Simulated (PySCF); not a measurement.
## Ionisation energy of Sn²⁺ by level of theory

Sn²⁺ [Kr] 4d10 5s2 (1S) → Sn³⁺ [Kr] 4d10 5s1 (2S), as a difference of total energies. Computed with PySCF 2.14 in def2-QZVPPD with the def2 core potential (28 electrons), with scalar relativity through the core potential. Correlated levels: valence: 4s2 4p6 4d10 frozen; valence and next inner shell: nothing frozen outside the core potential. The calculations carry no spin-orbit coupling.

Question: Order these methods by the ionisation energy they give, lowest first.
A. MP2 (valence and next inner shell)
B. B3LYP
C. PBE
D. UHF

Answer: D (28.535 eV), A (30.551 eV), C (30.791 eV), B (30.833 eV).

Errors of the correlated levels include the incompleteness of this basis and the frozen core.

For comparison: 30.506 eV (measured; NIST Atomic Spectra Database, ionization energies).
